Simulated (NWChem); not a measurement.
The numbers come from NWChem runs, not from measurements. System: H₆Ge₂, charge 1, spin multiplicity 2, at the geometry of a parent with another charge or spin, in a state set for the comparison that need not be this species' ground state. Its SCF solution wasn't tested for a lower state.

The NWChem input:

```
start mol
memory heap 200 mb stack 900 mb global 1100 mb
charge 1
geometry units angstroms nocenter noautoz noautosym
  Ge     1.217923     0.051500    -0.000019
  Ge    -1.217923    -0.051500    -0.000019
  H      1.727754     0.811860     1.252695
  H      1.730105     0.789125    -1.265417
  H      1.820909    -1.378114     0.013339
  H     -1.727754    -0.811860     1.252695
  H     -1.730105    -0.789125    -1.265417
  H     -1.820909     1.378114     0.013339
end
basis spherical
  * library x2c-svpall-2c
end
relativistic
  zora on
end
dft
  xc xpbe96 cpbe96
  odft
  mult 2
  semidirect memsize 60000000 filesize 0
  iterations 100
  grid fine
end
task dft energy
```

The output up to the point where the run's verdict is printed (cleaned and shortened):

```
             Northwest Computational Chemistry Package (NWChem) 7.3.0
             --------------------------------------------------------

                                NWChem Input Module
                                -------------------

 Scaling coordinates for geometry "geometry" by  1.889725989
 (inverse scale =  0.529177249)

                             Geometry "geometry" -> ""
                             -------------------------

 Output coordinates in angstroms (scale by  1.889725989 to convert to a.u.)

  No.       Tag          Charge          X              Y              Z
 ---- ---------------- ---------- -------------- -------------- --------------
    1 Ge                  32.0000     1.21792300     0.05150000    -0.00001900
    2 Ge                  32.0000    -1.21792300    -0.05150000    -0.00001900
    3 H                    1.0000     1.72775400     0.81186000     1.25269500
    4 H                    1.0000     1.73010500     0.78912500    -1.26541700
    5 H                    1.0000     1.82090900    -1.37811400     0.01333900
    6 H                    1.0000    -1.72775400    -0.81186000     1.25269500
    7 H                    1.0000    -1.73010500    -0.78912500    -1.26541700
    8 H                    1.0000    -1.82090900     1.37811400     0.01333900

 Effective nuclear repulsion energy (a.u.)     320.8250798370

            Nuclear Dipole moment (a.u.)
            ----------------------------
        X                 Y               Z
 ---------------- ---------------- ----------------
     0.0000000000     0.0000000000     0.0000340151


 Summary of "ao basis" -> "" (spherical)
 ------------------------------------------------------------------------------
       Tag                 Description            Shells   Functions and Types
 ---------------- ------------------------------  ------  ---------------------
 *                       x2c-svpall-2c                on all atoms

  pbe96 is a nonlocal functional; adding pw91lda local functional.

                                 NWChem DFT Module
                                 -----------------
[...]
                                                     4.91D-05  9.41D-05
 d= 0,ls=0.5,diis    76  -4219.3108310513 -4.93D-05  1.24D-05  1.28D-04   125.0
                                                     4.64D-05  9.18D-05
 d= 0,ls=0.5,diis    77  -4219.3108762283 -4.52D-05  1.02D-05  1.30D-04   126.4
                                                     4.49D-05  8.92D-05
 d= 0,ls=0.5,diis    78  -4219.3109273776 -5.11D-05  5.88D-06  1.17D-04   127.8
                                                     4.26D-05  7.97D-05
 d= 0,ls=0.5,diis    79  -4219.3109762636 -4.89D-05  1.27D-05  1.02D-04   129.3
                                                     4.02D-05  7.09D-05
 d= 0,ls=0.5,diis    80  -4219.3110112811 -3.50D-05  9.06D-06  1.02D-04   130.9
                                                     3.85D-05  6.92D-05
 d= 0,ls=0.5,diis    81  -4219.3110465964 -3.53D-05  1.33D-05  9.73D-05   132.2
                                                     3.86D-05  6.54D-05
 d= 0,ls=0.5,diis    82  -4219.3110963857 -4.98D-05  2.61D-05  6.81D-05   134.0
                                                     3.50D-05  5.05D-05
 d= 0,ls=0.5,diis    83  -4219.3111026953 -6.31D-06  6.56D-06  9.68D-05   135.6
                                                     3.23D-05  6.19D-05
 d= 0,ls=0.5,diis    84  -4219.3111336028 -3.09D-05  8.86D-06  8.42D-05   137.0
                                                     3.07D-05  5.52D-05
 d= 0,ls=0.5,diis    85  -4219.3111555645 -2.20D-05  5.43D-06  8.32D-05   138.5
                                                     2.96D-05  5.28D-05
 d= 0,ls=0.5,diis    86  -4219.3111843964 -2.88D-05  3.05D-06  6.91D-05   140.2
                                                     2.81D-05  4.57D-05
 d= 0,ls=0.5,diis    87  -4219.3112094613 -2.51D-05  6.20D-06  5.88D-05   142.2
                                                     2.62D-05  4.00D-05
 d= 0,ls=0.5,diis    88  -4219.3112295492 -2.01D-05  4.63D-06  5.22D-05   143.8
                                                     2.47D-05  3.64D-05
 d= 0,ls=0.5,diis    89  -4219.3112455648 -1.60D-05  8.72D-06  4.97D-05   145.5
                                                     2.33D-05  3.44D-05
 d= 0,ls=0.5,diis    90  -4219.3112558282 -1.03D-05  4.26D-06  5.34D-05   147.3
                                                     2.23D-05  3.51D-05
 d= 0,ls=0.5,diis    91  -4219.3112715798 -1.58D-05  2.01D-06  4.71D-05   149.2
                                                     2.13D-05  3.13D-05
 d= 0,ls=0.5,diis    92  -4219.3112858484 -1.43D-05  1.49D-06  4.18D-05   151.2
                                                     2.03D-05  2.80D-05
 d= 0,ls=0.5,diis    93  -4219.3112987283 -1.29D-05  4.34D-06  3.74D-05   153.2
                                                     1.93D-05  2.53D-05
 d= 0,ls=0.5,diis    94  -4219.3113081813 -9.45D-06  3.94D-06  3.65D-05   154.9
                                                     1.82D-05  2.40D-05
 d= 0,ls=0.5,diis    95  -4219.3113169424 -8.76D-06  2.13D-06  3.53D-05   156.9
                                                     1.73D-05  2.27D-05
 d= 0,ls=0.5,diis    96  -4219.3113260915 -9.15D-06  3.21D-06  3.24D-05   158.9
                                                     1.65D-05  2.07D-05
 d= 0,ls=0.5,diis    97  -4219.3113334835 -7.39D-06  1.48D-06  3.12D-05   160.8
                                                     1.59D-05  1.95D-05
 d= 0,ls=0.5,diis    98  -4219.3113418726 -8.39D-06  3.63D-06  2.78D-05   162.9
                                                     1.48D-05  1.74D-05
 d= 0,ls=0.5,diis    99  -4219.3113473246 -5.45D-06  1.91D-06  2.75D-05   164.6
                                                     1.42D-05  1.68D-05
 d= 0,ls=0.5,diis   100  -4219.3113546905 -7.37D-06  9.07D-07  2.38D-05   166.2
                                                     1.35D-05  1.48D-05
(nogshift,skip_gshiftAOev,done_Fji)=( 1,F,F)
```

Convergence was not reached. The next line reads: Calculation failed to converge. NWChem stopped with the message: dft energy failed.
